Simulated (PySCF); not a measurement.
C₅H₆Si, SMILES C([SiH2]C#C)#CC. Heavy atoms are numbered as in [CH:1]#[C:2][SiH2:3][C:4]#[C:5][CH3:6]. Hydrogens are named by the atom that carries them.

Geometry: B3LYP-D3(BJ)/def2-SVP. This is a generated structure with no PubChem entry under its InChIKey; it may be hypothetical.

These are PySCF with PBE/pcSseg-1 values and carry that method's errors.

GIAO shieldings, no solvent; atoms alike by connectivity are averaged. δ = σ(ref) − σ: ¹³C against TMS (σ = 182.0 ppm); ²⁹Si against TMS (σ = 335.4 ppm); ¹H against TMS (σ = 31.49 ppm), references at their B3LYP-D3(BJ)/def2-TZVP geometries, non-relativistic.

| nucleus | atoms | count | δ (ppm) |
|---|---|---|---|
| ¹³C | C5 | 1 | 113.8 |
| ¹³C | C1 (CH) | 1 | 101.7 |
| ¹³C | C2 | 1 | 83.1 |
| ¹³C | C4 | 1 | 77.4 |
| ¹³C | C6 (CH3) | 1 | 8.7 |
| ²⁹Si | Si3 (SiH2) | 1 | -99.3 |
| ¹H | H on Si3 | 2 | 4.97 |
| ¹H | H on C1 | 1 | 2.42 |
| ¹H | H on C6 | 3 | 2.33 |
